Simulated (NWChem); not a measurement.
BH2SeCl; SMILES B([SeH])Cl

```xyz
5

B      0.7541     0.6031     0.0000
Cl    -0.1568     2.0950     0.0000
H      1.9558     0.6446     0.0000
Se    -0.0475    -1.1353     0.0000
H     -1.4454    -0.6749     0.0000
```
Atoms are numbered in this order, from 1.

All runs: NWChem. Pople sets run with spherical d functions. The geometry was optimised at PBE0/def2-SVP. Total energies compare along this basis series because the functional is fixed.

| level | basis functions | energy (Ha) | highest occupied level (eV) | orbital gap (eV) | dipole (D) | relative time |
|---|---|---|---|---|---|---|
| B3LYP/STO-3G | 34 | -2855.8534 | -5.66 | 6.76 | 1.19 | 1 |
| B3LYP/3-21G | 48 | -2874.1562 | -7.56 | 6.05 | 1.12 | 1 |
| B3LYP/6-31G* | 68 | -2887.5923 | -7.50 | 6.10 | 0.67 | 5 |
| B3LYP/6-311G** | 100 | -2887.8966 | -7.63 | 5.97 | 0.82 | 6 |

The last column is a rough cost ratio, cheapest run = 1.
